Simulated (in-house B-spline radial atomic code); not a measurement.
**Ionising Sc II (Sc+) with different functionals**

Computed with a B-spline radial code for spherical atoms: non-relativistic Hamiltonian, point nucleus, spin-polarised at highest spin, spherical fractional occupations for the functionals, the average over the highest-spin determinants for Hartree-Fock. The ionisation energy is the difference of two self-consistent energies, [Ar] 3d1 4s1 → [Ar] 3d1, without Breit or QED terms; ε is the level of the shell that loses the electron (its least bound occupied spin orbital).

Hybrids are left out here: with spherical fractional occupations of an open shell their exact exchange keeps a self-interaction that integer-occupation calculations don't have.

```json
{"method": "Hartree-Fock", "rung": "Hartree-Fock", "ΔSCF (eV)": "12.16", "-ε(4s) (eV)": "12.23"}
{"method": "LDA VWN5", "rung": "LDA", "ΔSCF (eV)": "13.25", "-ε(4s) (eV)": "10.34"}
{"method": "LDA PW92", "rung": "LDA", "ΔSCF (eV)": "13.24", "-ε(4s) (eV)": "10.34"}
{"method": "LDA exchange-only", "rung": "LDA", "ΔSCF (eV)": "12.66", "-ε(4s) (eV)": "9.79"}
{"method": "PBE", "rung": "GGA", "ΔSCF (eV)": "13.07", "-ε(4s) (eV)": "10.17"}
{"method": "PBEsol", "rung": "GGA", "ΔSCF (eV)": "13.01", "-ε(4s) (eV)": "10.21"}
{"method": "BLYP", "rung": "GGA", "ΔSCF (eV)": "13.10", "-ε(4s) (eV)": "10.07"}
{"method": "RPBE", "rung": "GGA", "ΔSCF (eV)": "12.96", "-ε(4s) (eV)": "10.11"}
{"method": "PW91", "rung": "GGA", "ΔSCF (eV)": "13.11", "-ε(4s) (eV)": "10.24"}
{"method": "BP86", "rung": "GGA", "ΔSCF (eV)": "13.15", "-ε(4s) (eV)": "10.34"}
{"method": "AM05", "rung": "GGA", "ΔSCF (eV)": "?", "-ε(4s) (eV)": "?"}
{"method": "OLYP", "rung": "GGA", "ΔSCF (eV)": "12.74", "-ε(4s) (eV)": "9.90"}
{"method": "TPSS", "rung": "meta-GGA", "ΔSCF (eV)": "12.78", "-ε(4s) (eV)": "10.09"}
{"method": "SCAN", "rung": "meta-GGA", "ΔSCF (eV)": "12.95", "-ε(4s) (eV)": "10.39"}
{"method": "r2SCAN", "rung": "meta-GGA", "ΔSCF (eV)": "12.89", "-ε(4s) (eV)": "10.36"}
{"method": "M06-L", "rung": "meta-GGA", "ΔSCF (eV)": "?", "-ε(4s) (eV)": "?"}
{"method": "revTPSS", "rung": "meta-GGA", "ΔSCF (eV)": "12.74", "-ε(4s) (eV)": "10.10"}
```

Task: What does AM05 give?

Result: ΔSCF 12.99 eV, and -ε(4s) = 10.19 eV.

Task: What does M06-L give?

Result: ΔSCF 12.19 eV, and -ε(4s) = 10.03 eV.

Task: Among the functionals, which spreads more, the ΔSCF values or the orbital energies?

Result: The ΔSCF values: ΔSCF values span about 1.06 eV and the orbital energies 0.61 eV.

Task: How do they compare with the NIST value?

Result: NIST lists 12.800 eV (measured, ground level to ground level). Errors run from -0.64 to +0.45 eV; TPSS is closest (-0.02 eV), but part of that can be cancellation, since the calculations leave out relativity, Breit-QED terms, multiplet and fine-structure energies. Hartree-Fock also lacks correlation.
